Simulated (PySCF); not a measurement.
A species of formula C4H12F2Si2 has this rotational fingerprint, computed with PBE0/pcSseg-1 in PySCF (dipole) on a GFN2-xTB geometry, gas phase:

- Rotational constants: A = 1638, B = 1016, C = 856.3 MHz
- Dipole components: |μa| = 0.28 D, |μb| = 0.65 D, |μc| = 0.02 D
- Inertial defect: -215.76 u·Å²
- κ: -0.59

Question: Which structure is it? (One computed conformer of each.)
A. `[F:1][CH2:2][CH2:3][C:4]([SiH3:5])([SiH3:6])[CH2:7][F:8]` with F1–C2–C3–C4 71°, C2–C3–C4–Si5 -171°, C3–C4–C7–F8 63°
B. `[CH3:1][C@@H:2]([F:3])[CH2:4][SiH2:5][SiH2:6][CH2:7][F:8]` with C1–C2–C4–Si5 -178°, C2–C4–Si5–Si6 59°, C4–Si5–Si6–C7 -92°, Si5–Si6–C7–F8 -45°
C. `[CH3:1][CH2:2][C@:3]([F:4])([CH2:5][SiH3:6])[SiH2:7][F:8]` with C1–C2–C3–F4 -178°, C2–C3–C5–Si6 159°, C2–C3–Si7–F8 92°

Answer: A. It is FCCC([SiH3])([SiH3])CF, an asymmetric top, point group C1. The candidates at the same level (rigid rotor, commonest isotopes):

| SMILES | A (MHz) | B (MHz) | C (MHz) | μa (D) | μb (D) | μc (D) | Δ (u·Å²) | point group | rotor |
| --- | --- | --- | --- | --- | --- | --- | --- | --- | --- |
| FCCC([SiH3])([SiH3])CF | 1638 | 1016 | 856.3 | 0.28 | 0.65 | 0.02 | -215.76 | C1 | asymmetric top |
| C[C@@H](F)C[SiH2][SiH2]CF | 1915 | 788.1 | 683.3 | 2.38 | 0.20 | 0.54 | -165.55 | C1 | asymmetric top |
| CC[C@](F)(C[SiH3])[SiH2]F | 1530 | 1058 | 865.4 | 1.04 | 0.87 | 0.40 | -223.87 | C1 | asymmetric top |

`CC[C@](F)(C[SiH3])[SiH2]F` has A 7 % too low; `C[C@@H](F)C[SiH2][SiH2]CF` has B 22 % too low. No structure here is proved a minimum.
